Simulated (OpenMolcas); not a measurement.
Computed levels of Bi2+

```json
{
  "Program": "OpenMolcas 26.06",
  "Method": "RASSCF",
  "Basis": "ANO-RCC-VQZP [9s8p6d4f3g]",
  "Scalar Hamiltonian": "DKH2, point nucleus",
  "Active space": "1 electron in 9 orbitals (RAS2 6p; RAS3 6d 7s, at most 1 electron)",
  "State averaging": "2S+1 = 2 odd, 3 roots; 2S+1 = 2 even, 6 roots",
  "Spin-orbit coupling": "state interaction with AMFI integrals over the reference wave functions, term energies averaged over their components"
}
```

Spin-free terms above the lowest, with the occupations of the reference:

```csv
Configuration,Term,E (cm-1),Occupations
6s2 6p,2P*,0.0,6p 1.00
6s2 7s,2S,78789,7s 1.00
6s2 6d,2D,89764,6d 1.00
```

With spin-orbit coupling, above the lowest level:

```csv
Configuration,Term,J,E (cm-1),Measured (cm-1),Term weight %
6s2 6p,2P*,1/2,0.0,0.0,100
6s2 6p,2P*,3/2,17511,20788,100
6s2 7s,2S,1/2,90463,95075,100
6s2 6d,2D,3/2,100438,,100
6s2 6d,2D,5/2,102105,102446,100
```

Against the 3 measured excited levels shown (Moore, Atomic Energy Levels, vol. III, NSRDS-NBS 35 (1971 reprint of NBS Circular 467, 1958)) the mean absolute deviation is 2700 cm-1; the largest miss in energy is 6s2 7s 2S 1/2: computed 90463, measured 95075 cm-1 (-4.9 %), and the largest in proportion 6s2 6p 2P* 3/2 (-15.8 %).

Spin-orbit coupling puts the lowest level 11674 cm-1 below the lowest spin-free term.

ANO sets are built for valence states and can reach diffuse excited orbitals poorly, and with the s shell closed the s pⁿ⁺¹ terms that mix with these levels are absent. Spin-orbit splittings of 6p shells tend to come out small when the coupling is added on scalar orbitals. With one active electron the reference holds no correlation, so core polarisation is missing. Computed and measured levels are paired by configuration, term and J; levels that our copy of the source lacks, or whose pairing is in doubt (as where it misses far off the trend of its configuration), stay unpaired and out of the deviations. Only configurations of the active space appear.

The term weight is that of the spin-free term in the level, not the purity of its configuration. * marks odd parity.
